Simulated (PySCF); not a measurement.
Re(O)3(OH) (HO4Re), SMILES [O]=[Re](=[O])([OH])=[O], multiplicity 1.

Geometry optimised at PBE-D3(BJ)/def2-SVP. The geometry has at least one imaginary mode, so it is a saddle point at that level. The spin state was assumed, not searched. The isomer is the one that the SMILES or the coordinates give; other isomers of the formula were not compared. The def2 effective core potentials stand for the cores of Re; spin–orbit coupling is left out. One conformer was computed; it need not be the lowest.

Method: PBE-D3(BJ)/def2-SVP (PySCF 2.14.0).

Frequencies are harmonic and unscaled.

Modes within 1.5 cm⁻¹ of each other (mostly degenerate sets) share a row, with their intensities summed.

```csv
mode,ν (cm⁻¹),IR (km/mol),moving atoms (share of kinetic energy)
1–2,456i,365.4,"H 85 %, O 15 %"
3–4,237,0.0,"O 81 %, Re 10 %, H 9 %"
5,315,8.3,"O 87 %, Re 13 %"
6–7,340,6.6,O 95 %
8,792,104.5,"O 84 %, Re 10 %"
9–10,968,262.0,"O 89 %, Re 11 %"
11,995,26.7,O 97 %
12,3871,520.2,H 94 %
```
